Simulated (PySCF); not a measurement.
# Computed records: CH₅BGeSi, C₂H₆BGe, CH₄BGeN

All values are calculated (PySCF 2.14.0). Calculation on a computer-drawn molecule: the log of a Hartree-Fock and frozen-core CCSD(T) single point meant for a local Hartree-Fock minimum, with one planted fault or none, to be diagnosed. Offsets are logged minus clean, where the clean run is the same molecule without the fault. The reference is restricted for singlets and unrestricted otherwise, and also for a bond in bohr or an excited solution. Adding or removing an electron swaps singlet and doublet. The excited solution moves the top pair (singlet) or top alpha electron (doublet) to the lowest empty orbital. Highest occupied and lowest empty are orbital energies over both spins, largest force is the largest gradient component, triples share is (T) over the correlation energy, the T1 limit is 0.02 restricted and 0.045 unrestricted, electrons count all cores, a negative frequency is imaginary (commonest isotopes), and the dipole is about the centre of nuclear charge; on germanium a core potential holds 10 electrons, which the energies leave out, and 3d is frozen in MP2 and coupled-cluster steps.

Common to all runs: meant charge 0; meant basis and core potential on germanium cc-pVDZ-PP ECP10MDF; logged SCF converged yes; logged CC converged yes; logged SCF stable within its kind yes; possible faults no fault, one electron removed, one electron added, multiplicity raised by two, geometry at a saddle point, SCF held on an excited solution, minimal basis STO-3G, one bond length entered in bohr, all coordinates scaled.

(1) CH₅BGeSi

Logged structure:
```xyz
9
CH5BGeSi
B      1.3457    -0.4070     0.9885
Si     1.5325    -1.0299    -0.8934
Ge     0.5187     1.1200    -1.4001
C     -0.9304     1.7307    -0.5708
H      2.2776     0.1209     1.5365
H      0.3298    -0.5500     1.6148
H      1.1526     2.0055    -2.4720
H     -1.4286     2.6453    -0.8730
H     -1.4231     1.1542     0.2026
```

| Property | Result |
| --- | --- |
| meant multiplicity | 1 |
| meant basis | cc-pV(D+d)Z |
| logged electrons | 62 |
| logged basis functions | 99 |
| logged spin squared | 2.4437 |
| logged highest occupied | -7.9597 eV |
| logged lowest empty | -0.27027 eV |
| logged largest force | 0.042329 hartree/bohr |
| logged T1 diagnostic | 0.048123 |
| logged D1 diagnostic | 0.21921 |
| logged triples share | 0.040871 |
| logged dipole magnitude | 0.44282 debye |
| logged energy HF | -647.62613 hartree |
| logged energy CCSD(T) | -648.07195 hartree |
| planted fault | multiplicity raised by two |
| HF energy offset from clean run | 9.312 kcal/mol |
| CCSD(T) energy offset from clean run | 29.07 kcal/mol |

Drawn bonds:
```csv
atom,other atom,order
1,2,1
2,3,1
3,4,2
1,5,1
1,6,1
3,7,1
4,8,1
4,9,1
```

Notes: T1 above single-reference limit.

(2) CH₅BGeSi

Logged structure:
```xyz
9
CH5BGeSi
B      1.3457    -0.4070     0.9885
Si     1.6986    -1.5841    -2.5678
Ge     0.6849     0.5658    -3.0745
C     -0.7643     1.1765    -2.2452
H      2.2776     0.1209     1.5365
H      0.3298    -0.5500     1.6148
H      1.3188     1.4513    -4.1464
H     -1.2624     2.0911    -2.5474
H     -1.2570     0.6000    -1.4718
```

| Property | Result |
| --- | --- |
| meant multiplicity | 1 |
| meant basis | cc-pV(D+d)Z |
| logged electrons | 62 |
| logged basis functions | 99 |
| logged spin squared | 1.5905 |
| logged highest occupied | -7.8811 eV |
| logged lowest empty | 0.027384 eV |
| logged largest force | 0.046013 hartree/bohr |
| logged T1 diagnostic | 0.057576 |
| logged D1 diagnostic | 0.26389 |
| logged triples share | 0.036937 |
| logged dipole magnitude | 1.1555 debye |
| logged energy HF | -647.56893 hartree |
| logged energy CCSD(T) | -647.99726 hartree |
| planted fault | one bond length entered in bohr, row 1 of the drawn bonds |
| HF energy offset from clean run | 45.21 kcal/mol |
| CCSD(T) energy offset from clean run | 75.93 kcal/mol |

Drawn bonds:
```csv
atom,other atom,order
1,2,1
2,3,1
3,4,2
1,5,1
1,6,1
3,7,1
4,8,1
4,9,1
```

Notes: T1 above single-reference limit.

(3) C₂H₆BGe

Logged structure:
```xyz
10
C2H6BGe
C     -0.4091     1.2433    -0.5208
B     -1.4747     0.4026    -0.8048
C     -2.6015    -0.5708    -1.1523
Ge    -1.8193    -2.1142    -2.1507
H     -0.5356     2.1742     0.0216
H      0.6048     1.0096    -0.8282
H     -3.0850    -0.9888    -0.2672
H     -3.3538    -0.1281    -1.8079
H     -0.7989    -2.8679    -1.2876
H     -1.1787    -1.6514    -3.4659
```

| Item | Value |
| --- | --- |
| meant multiplicity | 2 |
| meant basis | cc-pVDZ |
| logged electrons | 54 |
| logged basis functions | 95 |
| logged spin squared | 0 |
| logged highest occupied | -12.618 eV |
| logged lowest empty | -7.1845 eV |
| logged largest force | 0.05722 hartree/bohr |
| logged T1 diagnostic | 0.015931 |
| logged D1 diagnostic | 0.047178 |
| logged triples share | 0.034305 |
| logged dipole magnitude | 4.7942 debye |
| logged energy HF | -396.91731 hartree |
| logged energy CCSD(T) | -397.41223 hartree |
| planted fault | one electron removed |
| HF energy offset from clean run | 186.7 kcal/mol |
| CCSD(T) energy offset from clean run | 190.3 kcal/mol |

Drawn bonds:
```csv
atom,other atom,order
1,2,2
2,3,1
3,4,1
1,5,1
1,6,1
3,7,1
3,8,1
4,9,1
4,10,1
```

(4) C₂H₆BGe

Structure as in entry 3.

| Quantity | Value |
| --- | --- |
| meant multiplicity | 2 |
| meant basis | cc-pVDZ |
| logged electrons | 56 |
| logged basis functions | 95 |
| logged spin squared | 0 |
| logged highest occupied | -1.0418 eV |
| logged lowest empty | 7.8228 eV |
| logged largest force | 0.047416 hartree/bohr |
| logged T1 diagnostic | 0.018659 |
| logged D1 diagnostic | 0.073521 |
| logged triples share | 0.034548 |
| logged dipole magnitude | 1.7904 debye |
| logged energy HF | -397.21805 hartree |
| logged energy CCSD(T) | -397.75033 hartree |
| planted fault | one electron added |
| HF energy offset from clean run | -1.996 kcal/mol |
| CCSD(T) energy offset from clean run | -21.88 kcal/mol |

Drawn bonds:
```csv
atom,other atom,order
1,2,2
2,3,1
3,4,1
1,5,1
1,6,1
3,7,1
3,8,1
4,9,1
4,10,1
```

(5) C₂H₆BGe

Logged structure:
```xyz
10
C2H6BGe
C     -0.4091     1.2433    -0.5208
B     -2.4229    -0.3454    -1.0576
C     -3.5497    -1.3188    -1.4050
Ge    -2.7675    -2.8622    -2.4034
H     -0.5356     2.1742     0.0216
H      0.6048     1.0096    -0.8282
H     -4.0332    -1.7368    -0.5200
H     -4.3019    -0.8761    -2.0606
H     -1.7471    -3.6159    -1.5403
H     -2.1269    -2.3994    -3.7186
```

| Item | Value |
| --- | --- |
| meant multiplicity | 2 |
| meant basis | cc-pVDZ |
| logged electrons | 55 |
| logged basis functions | 95 |
| logged spin squared | 2.2832 |
| logged highest occupied | -7.1825 eV |
| logged lowest empty | 1.6622 eV |
| logged largest force | 0.027104 hartree/bohr |
| logged T1 diagnostic | 0.096404 |
| logged D1 diagnostic | 0.48588 |
| logged triples share | 0.053023 |
| logged dipole magnitude | 1.5703 debye |
| logged energy HF | -396.99427 hartree |
| logged energy CCSD(T) | -397.48338 hartree |
| planted fault | one bond length entered in bohr, row 1 of the drawn bonds |
| HF energy offset from clean run | 138.4 kcal/mol |
| CCSD(T) energy offset from clean run | 145.6 kcal/mol |

Drawn bonds:
```csv
atom,other atom,order
1,2,2
2,3,1
3,4,1
1,5,1
1,6,1
3,7,1
3,8,1
4,9,1
4,10,1
```

Notes: T1 above single-reference limit.

(6) CH₄BGeN

Logged structure:
```xyz
8
CH4BGeN
C     -1.4775    -1.6345    -1.1815
B     -0.8822    -0.6543    -0.5286
N     -0.2958     0.3233     0.1220
Ge    -1.0359     1.7280     0.9257
H     -1.6611    -1.5813    -2.1922
H     -1.7859    -2.4940    -0.7080
H      0.6560     0.2740     0.1715
H     -2.4332     1.3320     0.5645
```

| Quantity | Value |
| --- | --- |
| meant multiplicity | 1 |
| meant basis | cc-pVDZ |
| logged electrons | 54 |
| logged basis functions | 85 |
| logged spin squared | 0 |
| logged highest occupied | -8.1882 eV |
| logged lowest empty | 0.67296 eV |
| logged largest force | 0.057962 hartree/bohr |
| logged T1 diagnostic | 0.013646 |
| logged D1 diagnostic | 0.036754 |
| logged triples share | 0.031361 |
| logged dipole magnitude | 2.0869 debye |
| logged energy HF | -412.66847 hartree |
| logged energy CCSD(T) | -413.17005 hartree |
| planted fault | all coordinates scaled, by -5.1 % |
| HF energy offset from clean run | 15.48 kcal/mol |
| CCSD(T) energy offset from clean run | 22.44 kcal/mol |

Drawn bonds:
```csv
atom,other atom,order
1,2,2
2,3,1
3,4,1
1,5,1
1,6,1
3,7,1
4,8,1
```
